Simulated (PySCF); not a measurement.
Breaking a bond: SMILES [SiH3]S. The Si1–S5 bond (Si1 also carries H, H, H; S5 carries H) is pulled apart rigidly from the PBE0/def2-TZVP optimised geometry.

Computed with: UHF/cc-pVDZ (PySCF); RHF/cc-pVDZ (PySCF); UKS-LDA (SVWN5) = unrestricted LDA (SVWN5)/cc-pVDZ run with PySCF 2.14.0; RKS-LDA (SVWN5) = restricted LDA (SVWN5)/cc-pVDZ run with PySCF 2.14.0; UKS-PBE = unrestricted PBE/cc-pVDZ run with PySCF; RKS-PBE = restricted PBE/cc-pVDZ (PySCF 2.14.0); UKS-PBE0 = unrestricted PBE0/cc-pVDZ (PySCF); RKS-PBE0 = PySCF with restricted PBE0/cc-pVDZ; UKS-B3LYP/6-31G* = PySCF with unrestricted B3LYP/6-31G*, spherical d; RKS-B3LYP/6-31G* = restricted B3LYP/6-31G*, spherical d run with PySCF 2.14.0; UKS-B3LYP/3-21G = unrestricted B3LYP/3-21G (PySCF); RKS-B3LYP/3-21G = restricted B3LYP/3-21G run with PySCF; UKS-B3LYP/6-311+G** = PySCF with unrestricted B3LYP/6-311+G**, spherical d; RKS-B3LYP/6-311+G** = PySCF 2.14.0 with restricted B3LYP/6-311+G**, spherical d.

Scanned distances (Å): 1.73, 1.81, 1.93, 2.03, 2.10, 2.14, 2.22, 2.28, 2.37, 2.48, 2.66, 2.90, 3.24, 3.49, 3.89, 4.29, 4.73, 5.29, 5.83, 6.38, 7.49.

Q: Where does the unrestricted solution first break spin symmetry (<S²> of 0.01 or more)?

A: UHF: between 2.66 and 2.90 Å; UKS-LDA (SVWN5): between 3.49 and 3.89 Å; UKS-PBE: between 3.49 and 3.89 Å; UKS-PBE0: between 2.90 and 3.24 Å; UKS-B3LYP/6-31G*: between 3.24 and 3.49 Å; UKS-B3LYP/3-21G: between 3.24 and 3.49 Å; UKS-B3LYP/6-311+G**: between 3.24 and 3.49 Å.

| R / Å | <S²> UHF | E(RHF) − E(UHF) / kJ/mol | <S²> UKS-LDA (SVWN5) | E(RKS-LDA (SVWN5)) − E(UKS-LDA (SVWN5)) / kJ/mol | <S²> UKS-PBE | E(RKS-PBE) − E(UKS-PBE) / kJ/mol | <S²> UKS-PBE0 | E(RKS-PBE0) − E(UKS-PBE0) / kJ/mol | <S²> UKS-B3LYP/6-31G* | E(RKS-B3LYP/6-31G*) − E(UKS-B3LYP/6-31G*) / kJ/mol | <S²> UKS-B3LYP/3-21G | E(RKS-B3LYP/3-21G) − E(UKS-B3LYP/3-21G) / kJ/mol | <S²> UKS-B3LYP/6-311+G** | E(RKS-B3LYP/6-311+G**) − E(UKS-B3LYP/6-311+G**) / kJ/mol |
|---|---|---|---|---|---|---|---|---|---|---|---|---|---|---|
| 1.73 | 0.00 | 0.0 | 0.00 | 0.0 | 0.00 | 0.0 | 0.00 | 0.0 | 0.00 | 0.0 | 0.00 | 0.0 | 0.00 | 0.0 |
| 1.81 | 0.00 | 0.0 | 0.00 | 0.0 | 0.00 | 0.0 | 0.00 | 0.0 | 0.00 | 0.0 | 0.00 | 0.0 | 0.00 | 0.0 |
| 1.93 | 0.00 | 0.0 | 0.00 | 0.0 | 0.00 | 0.0 | 0.00 | 0.0 | 0.00 | 0.0 | 0.00 | 0.0 | 0.00 | 0.0 |
| 2.03 | 0.00 | 0.0 | 0.00 | 0.0 | 0.00 | 0.0 | 0.00 | 0.0 | 0.00 | 0.0 | 0.00 | 0.0 | 0.00 | 0.0 |
| 2.10 | 0.00 | 0.0 | 0.00 | 0.0 | 0.00 | 0.0 | 0.00 | 0.0 | 0.00 | 0.0 | 0.00 | 0.0 | 0.00 | 0.0 |
| 2.14 | 0.00 | 0.0 | 0.00 | 0.0 | 0.00 | 0.0 | 0.00 | 0.0 | 0.00 | 0.0 | 0.00 | 0.0 | 0.00 | 0.0 |
| 2.22 | 0.00 | 0.0 | 0.00 | 0.0 | 0.00 | 0.0 | 0.00 | 0.0 | 0.00 | 0.0 | 0.00 | 0.0 | 0.00 | 0.0 |
| 2.28 | 0.00 | 0.0 | 0.00 | 0.0 | 0.00 | 0.0 | 0.00 | 0.0 | 0.00 | 0.0 | 0.00 | 0.0 | 0.00 | 0.0 |
| 2.37 | 0.00 | 0.0 | 0.00 | 0.0 | 0.00 | 0.0 | 0.00 | 0.0 | 0.00 | 0.0 | 0.00 | 0.0 | 0.00 | 0.0 |
| 2.48 | 0.00 | 0.0 | 0.00 | 0.0 | 0.00 | 0.0 | 0.00 | 0.0 | 0.00 | 0.0 | 0.00 | 0.0 | 0.00 | 0.0 |
| 2.66 | 0.00 | 0.0 | 0.00 | 0.0 | 0.00 | 0.0 | 0.00 | 0.0 | 0.00 | 0.0 | 0.00 | 0.0 | 0.00 | 0.0 |
| 2.90 | 0.25 | 4.2 | 0.00 | 0.0 | 0.00 | 0.0 | 0.00 | 0.0 | 0.00 | 0.0 | 0.00 | 0.0 | 0.00 | 0.0 |
| 3.24 | 0.71 | 55.3 | 0.00 | 0.0 | 0.00 | 0.0 | 0.06 | 0.1 | 0.00 | 0.0 | 0.00 | 0.0 | 0.00 | 0.0 |
| 3.49 | 0.86 | 105.4 | 0.00 | 0.0 | 0.00 | 0.0 | 0.46 | 11.1 | 0.33 | 4.9 | 0.30 | 3.6 | 0.32 | 4.4 |
| 3.89 | 0.96 | 183.0 | 0.24 | 1.7 | 0.54 | 10.5 | 0.77 | 43.6 | 0.69 | 29.1 | 0.68 | 26.6 | 0.68 | 27.5 |
| 4.29 | 0.99 | 249.0 | 0.63 | — | 0.76 | — | 0.91 | 76.2 | 0.85 | 55.4 | 0.84 | 52.6 | 0.84 | 52.6 |
| 4.73 | 1.01 | 306.1 | 0.80 | — | 0.87 | — | 0.97 | 105.2 | 0.93 | 79.1 | 0.93 | 76.5 | 0.93 | 75.3 |
| 5.29 | 1.01 | 358.0 | 0.88 | — | 0.93 | — | 1.00 | 130.4 | 0.98 | 100.5 | 0.98 | 98.2 | 0.98 | 95.7 |
| 5.83 | 1.01 | 391.1 | 0.91 | — | 0.96 | — | 1.00 | 145.3 | 1.00 | 113.7 | 1.00 | 111.6 | 1.00 | 108.5 |
| 6.38 | 1.01 | 413.3 | 0.93 | — | 0.97 | — | 1.01 | 154.5 | 1.00 | 122.1 | 1.00 | 119.8 | 1.00 | 116.8 |
| 7.49 | 1.01 | 439.8 | 0.94 | — | 0.99 | — | 1.01 | 163.7 | 1.00 | 130.8 | 1.00 | 127.7 | 0.00 | — |

A dash means that the run gave no value there, or that the column was ended at a point which the program doubted or which failed a test of continuity chosen for this set; such a test can also cut sound points.
